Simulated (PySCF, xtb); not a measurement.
ClFH2InN, SMILES [In]([Cl])([F])[NH2]. Other conformers were not sampled.

Harmonic wavenumbers (cm⁻¹) from GFN2-xTB run with xtb at its own minimum, in rising order: 73, 95, 100, 164, 294, 350, 443, 688, 714, 1419, 3325, 3359.

Q: What does B3LYP-D3(BJ)/def2-SVP (PySCF) give at its own minimum? (Estimate from the structure and the level; the computed values follow.)

A: 97, 124, 127, 244, 365, 475, 605, 632, 826, 1520, 3507, 3610. Paired by order, the mean absolute difference is 102 cm⁻¹ and the zero-point energies are 15.8 and 17.3 kcal/mol.
